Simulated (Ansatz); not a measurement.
```yaml
crystal:
  periodic: [false, false, false]
  atoms:
    - {symbol: O, position_ang: [-0.741083, 0.824805, -1.003159]}
    - {symbol: W, position_ang: [0.191435, -0.060679, 0.343420]}
    - {symbol: F, position_ang: [-0.708332, 0.036888, 1.955526]}
    - {symbol: S, position_ang: [0.452917, -2.092447, -0.192821]}
    - {symbol: S, position_ang: [2.093078, 0.853817, 0.537113]}
    - {symbol: H, position_ang: [-1.245914, 0.373617, -1.686178]}
basis:
  gaussian: {orbitals: def2-SVPD, fitting: {mean_field: cc-pVTZ-jkfit}}
magnetization: {spin_polarized: true, initial_magnetization: 0}
hamiltonian: {xc: {name: wB97}, pseudopotentials: {relativity: none}}
```

```sh
$ ansatz run in.yaml --threads 4 --pin off --events-out ev --progress --plain --max-ram 10444MiB
```

Problem. How does Ansatz answer? (An estimate is asked.)

Solution. Ansatz gave: The program refused the input.
```
Functional definition: wB97
Error: <dir> the basis set cc-pVTZ-JKFIT has no functions for W
```
